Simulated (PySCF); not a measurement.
Gas-phase reaction: 6 I2 + 4 SiCl ⇌ 3 SiI4 + SiCl4

Computed with PySCF and rigid-rotor harmonic-oscillator thermochemistry at 1 bar. † marks an energy on the PBE0/def2-TZVP geometry and frequencies; other levels use their own. MP2 freezes the core. Open shells (unrestricted): SiCl (multiplicity 2); the rest are closed-shell singlets. Spin-orbit splitting is ignored; it lowers the true energy and changes the entropy of SiCl. I: scalar-relativistic def2 core potential, no spin-orbit coupling. MP2 isn't extrapolated to the basis-set limit.

PBE/def2-SVP gives ΔH°(298 K) = -1921 kJ.

**Question.** What do MP2/def2-SVP†, ωB97X-V/def2-TZVP†, M06-2X/def2-TZVP† give?

**Answer.** MP2/def2-SVP†: -2099 kJ; ωB97X-V/def2-TZVP†: -2065 kJ; M06-2X/def2-TZVP†: -2011 kJ. For scale, ΔH°(298 K) is -1921 kJ at this level, -2031 kJ at ωB97M-V/def2-TZVP†, and runs from -2258 to -1619 kJ over the 17 levels computed († marks an energy on the PBE0/def2-TZVP geometry).
